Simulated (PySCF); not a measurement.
Excitations are Tamm–Dancoff values on a coarser integration grid. The basis has no diffuse functions, so Rydberg states are missing or too high.

Cartesian coordinates (Å):
```xyz
21

Si    -3.6530     0.2425     0.0578
C     -1.8086    -0.1380     0.0201
C     -1.3437    -1.4396    -0.3109
C     -0.0039    -1.7365    -0.3437
C      0.9643    -0.7458    -0.0461
C      2.3539    -1.0281    -0.0733
C      3.2787    -0.0544     0.2184
C      2.8528     1.2511     0.5517
C      1.5137     1.5601     0.5878
C      0.5368     0.5764     0.2917
C     -0.8635     0.8279     0.3104
Cl    -1.4156     2.4290     0.7182
H     -4.3658    -1.0211    -0.3038
H     -4.0924     0.6757     1.4171
H     -4.0112     1.3018    -0.9311
H     -2.0749    -2.2181    -0.5438
H      0.3340    -2.7435    -0.6006
H      2.6757    -2.0401    -0.3320
H      4.3459    -0.2868     0.1933
H      3.5935     2.0202     0.7824
H      1.1833     2.5674     0.8450
```
Charge 0, spin multiplicity 1.

Problem. Give the dipole moment, T1 excitation (TDA), S1–T1 gap (TDA), LUMO, HOMO, S1 excitation (TDA), total energy and S1 oscillator strength at the level PySCF with PBE-D3(BJ)/def2-TZVP // PBE0-D4/def2-SVP.

Solution. 
```yaml
dipole_moment: 1.97 D
T1 excitation (TDA): 2.77 eV
S1–T1 gap (TDA): 1.17 eV
LUMO: -2.47 eV
HOMO: -5.64 eV
S1 excitation (TDA): 3.95 eV
total_energy: -30899.33 eV
S1 oscillator strength: 0.058
```
